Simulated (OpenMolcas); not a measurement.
Fe+: thermal populations, worked from levels

- Program: OpenMolcas
- Basis: ANO-RCC-VTZP [6s5p3d2f1g]
- Scalar Hamiltonian: DKH2, point nucleus
- Active space: 7 electrons in 6 orbitals (3d 4s)
- State averaging: 2S+1 = 6 even, 6 roots; 2S+1 = 4 even, 35 roots; 2S+1 = 2 even, 58 roots
- Spin-orbit coupling: state interaction with AMFI integrals over the reference wave functions, term energies averaged over their components

Methods: CASSCF; MS-CASPT2, IPEA 0.25 Eh, imaginary shift 0.1 Eh (closed shells correlated: 3s 3p). Measured levels: NIST Handbook of Basic Atomic Spectroscopic Data.

**Thermal populations.** Z = Σ (2J + 1) exp(-E/kT) with k = 0.695035 cm-1/K, over the levels below. No other level of either list lies under 1820 cm-1, which is above 7 kT at each temperature.

```tsv
Level	2J + 1	MS-CASPT2	measured
3d⁶ 4s ⁶D_9/2	10	0.0	0.0
3d⁶ 4s ⁶D_7/2	8	395	385
3d⁶ 4s ⁶D_5/2	6	687	668
3d⁶ 4s ⁶D_3/2	4	887	863
3d⁶ 4s ⁶D_1/2	2	1004	977
```

```tsv
T (K)	Z, MS-CASPT2	Z, measured levels	Ground level (%), MS-CASPT2	Ground level (%), measured levels
300	11.499	11.588	87.0	86.3
```

At 300 K, kT = 209 cm-1, and the computed levels give Z = 10.000 + 1.203 + 0.222 + 0.057 + 0.016 = 11.499.

CASPT2 breaks the degeneracy within a term, and the mean is taken; among the terms shown or strongly mixed into the levels shown the widest spread is 29 cm-1 (3d⁶ 4s ⁶D, MS-CASPT2). Over all roots computed the reference weight is 0.88 to 0.94 in MS-CASPT2; the roots of lowest weight are the least certain, and an intruder state may touch them. No level of 3d⁷ was computed, though it lies in the active space. Without dynamic correlation excited terms often stand tens of per cent too high (terms of higher spin than the ground term too low), and those without a measured partner can miss by more than the paired ones (holds for CASSCF). Computed and measured levels are paired by configuration, term and J; levels that our copy of the source lacks, or whose pairing is in doubt (as where it misses far off the trend of its configuration), stay unpaired and out of the deviations. Only configurations of the active space appear.
